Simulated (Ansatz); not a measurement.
One change: `N[SiH2][GeH2][Cl]` becomes `[SiH3][GeH2][Cl]`.

Ansatz, PBE0-D4/def2-TZVP geometries, multiplicity 1. Each molecule was computed in one conformer, which needn't be the lowest.

Scalar relativity is left out up to krypton.

| property | `N[SiH2][GeH2][Cl]` |
| --- | --- |
| ideal-gas entropy at 298 K and 1 bar (rigid rotor, harmonic PBE0-D4/def2-TZVP) / J/(mol·K) | 374 |
| LUMO energy (ωB97M-V/def2-TZVPP) / eV | 1.06 |
| zero-point energy (PBE0-D4/def2-TZVP) / kJ/mol | 158.9 |
| LUMO energy (PBE0/def2-TZVPP) / eV | -0.71 |
| LUMO energy (B3LYP/def2-TZVPP) / eV | -0.92 |
| size of the dipole moment (ωB97M-V/def2-TZVPP) / D | 2.11 |

Problem. Give the same properties after the change, and the shifts. (Estimate.)

Solution. Computed: 
```csv
property,`[SiH3][GeH2][Cl]`,shift
"ideal-gas entropy at 298 K and 1 bar (rigid rotor, harmonic PBE0-D4/def2-TZVP) / J/(mol·K)",337,-37
LUMO energy (ωB97M-V/def2-TZVPP) / eV,1.20,0.14
zero-point energy (PBE0-D4/def2-TZVP) / kJ/mol,109.9,-49.0
LUMO energy (PBE0/def2-TZVPP) / eV,-0.68,0.03
LUMO energy (B3LYP/def2-TZVPP) / eV,-0.89,0.03
size of the dipole moment (ωB97M-V/def2-TZVPP) / D,2.19,0.08
```

The zero-point energy changes by -49.0 kJ/mol with -6 modes. Dipoles are sizes alone; their direction can turn. Modes under 60 cm⁻¹, often nearly free rotors, make the harmonic entropy too high.

Positive LUMOs are unbound, so they and the gaps depend on the basis.

B3LYP here is the variant with VWN-RPA as its local correlation; programs differ in this.
